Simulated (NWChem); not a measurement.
Species: THF (C4H8O); SMILES C1CCCO1

```xyz
13

C     -0.7497     0.9712    -0.2229
C      0.7091     1.0016     0.2216
C      1.1619    -0.4097    -0.1373
O      0.0255    -1.2369    -0.0007
C     -1.1435    -0.4570     0.1384
H     -1.3776     1.7266     0.2715
H     -0.8230     1.1311    -1.3110
H      1.3056     1.7815    -0.2735
H      0.7752     1.1661     1.3095
H      1.9672    -0.7834     0.5171
H      1.5374    -0.4504    -1.1790
H     -1.5142    -0.5117     1.1812
H     -1.9344    -0.8643    -0.5134
```
Atoms are numbered in this order, from 1.

Program: NWChem. Pople sets run with spherical d functions. All runs use the structure optimised with PBE0/def2-SVP. Not confirmed as a minimum by frequencies. Level: PBE0/6-31+G*; rows give the wavelength of the field.

For field static:

| Item | Value |
|---|---|
| isotropic polarisability (bohr³) | 48.1 |

Task: How do the values read with field 589 nm instead?

Result: The isotropic polarisability (bohr³) is 49.2.
